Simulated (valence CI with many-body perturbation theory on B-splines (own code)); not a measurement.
Sensitivity of CI+MBPT for Pr27+

Computed by relativistic CI+MBPT: four valence electrons over a frozen Dirac-Fock core [Ar] 3d10, a basis of 6 s, 6 p, 5 d, 3 f, 1 g functions for each j, with the one-electron correlation potential Σ1 (screened to all orders), the two-electron term Σ2, the three-electron term Σ3, Breit, model QED; selected single and double excitations, second order for the rest (own B-spline code, finite nucleus).

No measured spectrum was set against this ion. As an estimate, large intervals hold to a few tenths of a per cent, small ones and those within an open d or f shell to about a per cent.

The reference run has the lowest level (4s^2 4p1/2^2) J=0 and an ionisation energy of 987.057 eV. Its largest variational space holds 10015 state functions.

Levels are named by their leading jj configuration (3d3/2^4 stands for four electrons in 3d with j = 3/2), which in mixed levels can hold well under half, so a name can repeat and another be missing. Letters in brackets count levels of one name in rising energy.

Changed runs:
A. scale of Σ2 1 → 0.8
B. selection threshold (hartree) 2e-08 → 1e-06; Davidson tolerance 2e-05 → 0.001
C. Breit term on → off; QED terms on → off
D. logarithmic knot step 0.27 → 1.1 (bad on purpose)

Excitation energies of the reference run in cm⁻¹, and shifts in cm⁻¹:

```csv
Level,Reference,A,B,C,D
(4s^2 4p1/2 4p3/2) J=1,198321,-187,-0.9,+2505,+256
(4s^2 4p1/2 4p3/2) J=2,222112,-110,-0.2,+2663,+259
(4s^2 4p3/2^2) J=2,438405,-251,-0.7,+5101,+509
(4s^2 4p3/2^2) J=0,492627,-50,-0.2,+4947,+507
(4s 4p1/2^2 4p3/2) J=2,681639,-571,+0.2,+3870,-1349
(4s 4p1/2^2 4p3/2) J=1,765139,+117,+0.1,+3812,-1253
(4s 4p1/2 4p3/2^2) J=2 [a],867589,-740,-0.2,+5958,-1031
(4s 4p1/2 4p3/2^2) J=3,912505,-542,-1.5,+6354,-983
(4s 4p1/2 4p3/2^2) J=0,961216,-255,+0.3,+5977,-1038
(4s 4p1/2 4p3/2^2) J=2 [b],973968,-137,-0.3,+5772,-141
(4s 4p1/2 4p3/2^2) J=1 [a],982973,+69,-0.2,+6207,-977
(4s 4p1/2 4p3/2^2) J=1 [b],1026360,+1179,-0.4,+5892,-1062
Ionisation energy (eV),987.057,-0.006,-2.8e-05,+0.886,+0.149
```
